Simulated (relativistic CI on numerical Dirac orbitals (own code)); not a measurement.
## Line list: Forbidden lines, S10+

Computed by Dirac-Coulomb-Breit CI, orbitals from a KLI potential per configuration, model QED (radiative potential, 1s self-energy scaled to tabulated hydrogen-like ionisation energies), unscaled Slater integrals (own radial code, finite nucleus).

Configurations in the expansion (outside the closed core 1s2): 2s2 2p2, 2s 2p3, 2p4, 2p3 3s, 2s2 2p 3s, 2p3 3p, 2s2 2p 3p, 2p3 3d, 2s2 2p 3d, 2s 2p2 3s, 2s 2p2 3p, 2s 2p2 3d, 2s2 2p 4s, 2s2 2p 4p, 2s2 2p 4d, 2s2 2p 4f. Levels of other configurations are missing.

```tsv
λ vac (Å)	Lower	Upper	Type	A (s⁻¹)	log gf
41.030	2s 2p3 5S°_2 [6]	2s 2p2 3p 5D°_4 [58]	E2	5.72e+07	-3.89
41.120	2s 2p3 5S°_2 [6]	2s 2p2 3p 5D°_3 [57]	E2	5.55e+07	-4.01
41.188	2s 2p3 5S°_2 [6]	2s 2p2 3p 5D°_2 [56]	E2	5.52e+07	-4.15
41.254	2s 2p3 5S°_2 [6]	2s 2p2 3p 5D°_0 [54]	E2	5.68e+07	-4.84
778.87	2s2 2p2 3P_1 [2]	2s2 2p2 1S_0 [5]	M1	8.96e+02	-7.09
1541.9	2s2 2p2 3P_1 [2]	2s2 2p2 1D_2 [4]	M1	3.81e+01	-7.17
1733.5	2s2 2p2 3P_2 [3]	2s2 2p2 1D_2 [4]	M1	8.06e+01	-6.74
13948.6	2s2 2p2 3P_1 [2]	2s2 2p2 3P_2 [3]	M1	4.92e+00	-6.14
19350.8	2s2 2p2 3P_0 [1]	2s2 2p2 3P_1 [2]	M1	2.46e+00	-6.38
```

Terms are leading LS components. Brackets give the number of a level in order of energy, since labels repeat. The list gives strong lines, with weight on those to low levels, among the lowest 200 of 274 levels, so that lines to higher ones, which can be the strongest, are missing. Levels whose partners in the same complex of configurations lie outside the list can be far off, and so can their lines. Rates are taken at the computed energies, electric ones in the length gauge.

At this charge energies of transitions that change n are usually good to better than 1 %, and those within a shell (Δn = 0) to a few per cent.

(1) From the table, what is the radiative lifetime of 2s2 2p2 1D_2?

Results:

(1) The listed rates from this level add up to about 1.19e+02 s⁻¹, 100 % of its decay; with all channels τ = 8.43e-03 s.
